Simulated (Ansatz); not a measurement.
Breaking a bond: SMILES [BeH2]. The Be1–H3 bond (Be1 also carries H; H3 carries nothing else) is pulled apart rigidly from the PBE0/def2-TZVP optimised geometry.

RKS-PBE = restricted PBE/aug-cc-pVDZ in Ansatz (a program for electronic structure); UKS-PBE = unrestricted PBE/aug-cc-pVDZ in Ansatz; UKS-CAM-B3LYP = unrestricted CAM-B3LYP/aug-cc-pVDZ run with Ansatz; FCI = full CI/aug-cc-pVDZ, frozen core in Ansatz.

Energies relative to the lowest point of each curve near equilibrium, in kJ/mol; the last columns give the error against full CI:

| R / Å | RKS-PBE | UKS-PBE | UKS-CAM-B3LYP | FCI | RKS-PBE − FCI | UKS-PBE − FCI | UKS-CAM-B3LYP − FCI |
|---|---|---|---|---|---|---|---|
| 0.99 | 153.7 | 153.7 | 147.8 | 154.0 | -0.3 | -0.3 | -6.1 |
| 1.08 | 73.3 | 73.3 | 68.8 | 72.7 | 0.5 | 0.5 | -4.0 |
| 1.13 | 44.4 | 44.4 | 40.7 | 43.7 | 0.7 | 0.7 | -3.1 |
| 1.21 | 15.3 | 15.3 | 13.0 | 14.8 | 0.6 | 0.6 | -1.8 |
| 1.27 | 4.3 | 4.3 | 3.0 | 3.9 | 0.3 | 0.3 | -0.9 |
| 1.33 | 0.1 | 0.1 | 0.0 | 0.1 | 0.1 | 0.1 | -0.1 |
| 1.34 | 0.0 | 0.0 | 0.1 | 0.0 | 0.0 | 0.0 | 0.1 |
| 1.39 | 1.4 | 1.4 | 2.4 | 1.7 | -0.3 | -0.3 | 0.8 |
| 1.43 | 4.7 | 4.7 | 6.5 | 5.2 | -0.5 | -0.5 | 1.3 |
| 1.47 | 9.6 | 9.6 | 12.2 | 10.3 | -0.7 | -0.7 | 1.9 |
| 1.56 | 25.0 | 25.0 | 29.4 | 26.2 | -1.2 | -1.2 | 3.2 |
| 1.66 | 47.3 | 47.3 | 53.9 | 49.0 | -1.7 | -1.7 | 4.8 |
| 1.82 | 89.2 | 89.2 | 99.3 | 91.4 | -2.2 | -2.2 | 8.0 |
| 1.98 | 133.6 | 133.6 | 147.7 | 135.8 | -2.2 | -2.2 | 11.9 |
| 2.22 | 198.6 | 198.6 | 219.1 | 199.3 | -0.7 | -0.7 | 19.8 |
| 2.40 | 243.4 | 243.4 | 269.2 | 241.4 | 2.1 | 2.1 | 27.8 |
| 2.67 | 302.6 | 302.4 | 327.5 | 293.2 | 9.3 | 9.1 | 34.2 |
| 2.96 | 354.9 | 342.9 | 363.4 | 333.4 | 21.5 | 9.5 | 30.0 |
| 3.27 | 399.1 | 365.5 | 384.3 | 360.7 | 38.4 | 4.9 | 23.7 |
| 3.67 | 441.0 | 378.4 | 397.5 | 379.0 | 62.1 | -0.5 | 18.5 |
| 4.04 | 468.0 | 382.6 | 402.9 | 386.3 | 81.6 | -3.8 | 16.5 |
| 4.72 | 497.6 | 384.6 | 406.4 | 390.7 | 106.9 | -6.1 | 15.7 |

RKS-PBE is furthest from FCI at 4.72 (106.9 kJ/mol, above); its mean absolute error over the points is 15.2 kJ/mol.

UKS-PBE is furthest from FCI at 2.96 (9.5 kJ/mol, above); its mean absolute error over the points is 2.2 kJ/mol.

UKS-CAM-B3LYP is furthest from FCI at 2.67 (34.2 kJ/mol, above); its mean absolute error over the points is 10.6 kJ/mol.

The restricted form behind RKS-PBE keeps the bonding electrons paired and can't separate into open-shell fragments. The unrestricted determinant behind UKS-PBE, UKS-CAM-B3LYP is spin-contaminated at 2.67 to 4.72 Å (<S²> up to 1.0, against 0.00 for a pure singlet).
